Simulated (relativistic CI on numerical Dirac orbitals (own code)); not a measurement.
## Hyperfine structure of La⁴⁰⁺, mass number 138

Calculated at this level of theory: Dirac-Coulomb-Breit CI, KLI orbitals optimised for each configuration, model QED (radiative potential, 1s self-energy scaled to tabulated hydrogen-like ionisation energies), unscaled Slater integrals (own radial code, finite nucleus).

CI space (outside the closed core [Ne]): 3s2.3p5, 3s.3p6, 3s2.3p4.3d, 3s.3p5.3d, 3p6.3d, 3s.3p4.3d2, 3s2.3p3.3d.4p, 3p6.4s, 3s.3p4.3d.4s, 3s2.3p4.4s, 3p6.4p, 3s2.3p4.4p, 3s2.3p3.3d2, 3s2.3p2.3d3, 3s.3p3.3d3, 3s2.3p2.3d2.4s, 3s2.3p2.3d2.4p. Double excitations out of closed p, d and f shells are left out; levels of such configurations are missing from the list, as are those of other unlisted configurations, and high levels can miss mixing partners.

Nuclear spin I = 5, μ = 3.7084 μN, Q = 0.39 b (tables of Stone and Pyykkö). The electronic factors are computed for point nuclear moments, without core polarisation or the Bohr-Weisskopf and QED corrections.

```json
{"Level": "3s2.3p5 2P°_3/2", "E (cm⁻¹)": "0", "A (GHz)": "61.87", "B (GHz)": "-62"}
{"Level": "3s2.3p5 2P°_1/2", "E (cm⁻¹)": "807774", "A (GHz)": "416.1", "B (GHz)": ""}
{"Level": "3s2.3p4.3d 2D_3/2", "E (cm⁻¹)": "1514285", "A (GHz)": "33.74", "B (GHz)": "35.5"}
{"Level": "3s2.3p4.3d 4F_9/2", "E (cm⁻¹)": "1566062", "A (GHz)": "34.98", "B (GHz)": "22.4"}
{"Level": "3s2.3p4.3d 2D_5/2", "E (cm⁻¹)": "1725963", "A (GHz)": "16.9", "B (GHz)": "62.2"}
{"Level": "3s.3p6 2S_1/2", "E (cm⁻¹)": "1899756", "A (GHz)": "827.2", "B (GHz)": ""}
```

Levels with J = 0, under 50 % of one LS term, or S terms without an open s electron are left out. Small factors come from cancelling terms and can be off by tens of per cent or more.

At this charge energies of transitions that change n are usually good to better than 1 %, and those within a shell (Δn = 0) to a few per cent.

Task: Give the hyperfine levels of 3s2.3p5 2P°_1/2 relative to its centre of gravity.

Result: With K = F(F + 1) − I(I + 1) − J(J + 1), E = AK/2: F = 9/2: -1248, F = 11/2: 1040 GHz.

LS names give the leading component of a level, which can be under half, so a name can repeat, a term be missing and a line seem to break the LS rules.
